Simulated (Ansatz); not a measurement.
CH$_{4}$AlFO$_{2}$. The species carries charge 0 and has multiplicity 1. The bonds changed during the relaxation, so this is another structure than the one it started from.

```xyz
9

O     0.013    1.087   -0.287
Al   -0.567   -0.530   -1.141
C    -0.139   -0.160    0.724
O     1.065   -0.446    1.288
F    -2.157   -0.430   -1.591
H     0.956    1.279   -0.363
H     0.496   -1.107   -2.149
H    -0.870    0.230    1.433
H     1.202    0.078    2.086
```

(1) What are the harmonic wavenumbers in cm⁻¹ at PBE0-D4/def2-TZVP (Ansatz, finite differences of forces, unscaled)? (An estimate is asked.)

(2) Is this a minimum?

(3) Give the ideal-gas thermochemistry at 298.15 K and 1 bar (rigid rotor, harmonic oscillator; point group C1, symmetry number 1).

Answers

(1) Computed: 135, 163, 254, 289, 421, 472, 520, 545, 638, 672, 703, 842, 970, 1142, 1216, 1273, 1439, 1968, 3105, 3786, 3820.

(2) Yes, all 21 modes are real.

(3) Zero-point energy 145.8 kJ/mol; H(298) − E = 165.4 kJ/mol; entropy 329.1 J/(mol·K), of which translation 165.5, rotation 110.1, vibration 53.5; G(298) − E = 67.3 kJ/mol.
